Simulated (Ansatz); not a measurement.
`C#C/C=C\[SiH3]` + HBr → `[SiH3]/C=C/Br` + `C#C`  (substitution at a C–C bond)

Gas-phase electronic energies from Ansatz, PBE0-D4/def2-TZVP geometries. CCSD(T)/CBS adds triple-zeta CCSD(T) − MP2 to the extrapolated MP2 energy (def2 sets, frozen cores). This one scheme is used for every species. Double bonds are as drawn, so ΔE can hold a change between cis and trans. DFT in def2-TZVPP. B3LYP here is the variant with VWN-RPA as its local correlation; programs differ in this. For Br outer-core shells are correlated without core-valence functions, which leaves a few kJ/mol of doubt a bond. Scalar relativity is left out up to krypton.

`C#C/C=C\[SiH3]`:

```xyz
11

C     1.245    0.834   -1.988
C     1.242    0.234   -0.944
C     1.235   -0.471    0.285
C     0.138   -0.631    1.037
Si   -1.540    0.051    0.577
H     1.245    1.364   -2.911
H     2.190   -0.889    0.598
H     0.250   -1.191    1.961
H    -1.489    1.531    0.447
H    -2.009   -0.526   -0.710
H    -2.507   -0.307    1.647
```

HBr:

Z-matrix (Å, degrees):
```
Br
H 1 1.420
```

`[SiH3]/C=C/Br`:

```xyz
9

Si    1.293   -0.212    0.405
C    -0.534    0.142    0.386
C    -1.214    0.163   -0.749
Br   -3.064    0.512   -0.863
H     1.577   -1.418    1.226
H     1.748   -0.439   -0.991
H     2.035    0.934    0.993
H    -1.060    0.336    1.318
H    -0.781   -0.017   -1.725
```

`C#C`:

```xyz
4

C    -0.402   -0.348   -0.275
C     0.402    0.348    0.275
H    -1.116   -0.969   -0.763
H     1.116    0.969    0.763
```

```json
{"level": "B3LYP-D4", "ΔE (kJ/mol)": "44.7", "difference from CCSD(T)/CBS": "6.8"}
{"level": "ωB97M-V", "ΔE (kJ/mol)": "38.8", "difference from CCSD(T)/CBS": "0.9"}
{"level": "r2SCAN", "ΔE (kJ/mol)": "44.8", "difference from CCSD(T)/CBS": "6.9"}
{"level": "PBE0", "ΔE (kJ/mol)": "44.5", "difference from CCSD(T)/CBS": "6.6"}
{"level": "HF/def2-TZVPP", "ΔE (kJ/mol)": "39.5", "difference from CCSD(T)/CBS": "1.6"}
{"level": "MP2/def2-TZVPP", "ΔE (kJ/mol)": "39.2", "difference from CCSD(T)/CBS": "1.3"}
{"level": "SCS-MP2/def2-TZVPP", "ΔE (kJ/mol)": "36.9", "difference from CCSD(T)/CBS": "-1.0"}
{"level": "CCSD(T)/def2-TZVPP", "ΔE (kJ/mol)": "38.2", "difference from CCSD(T)/CBS": "0.3"}
{"level": "HF/def2-QZVPP", "ΔE (kJ/mol)": "39.6", "difference from CCSD(T)/CBS": "1.7"}
{"level": "SCS-MP2/def2-QZVPP", "ΔE (kJ/mol)": "36.7", "difference from CCSD(T)/CBS": "-1.2"}
{"level": "CCSD(T)/CBS", "ΔE (kJ/mol)": "37.9", "difference from CCSD(T)/CBS": "0"}
```

Largest T1 diagnostic among the species: 0.013.

The D4 term adds +3.0 kJ/mol with B3LYP and +1.9 kJ/mol with PBE0; it sums over pairs of atoms, weighted by their polarisabilities, and B3LYP, whose exchange is more repulsive, gets the larger term.
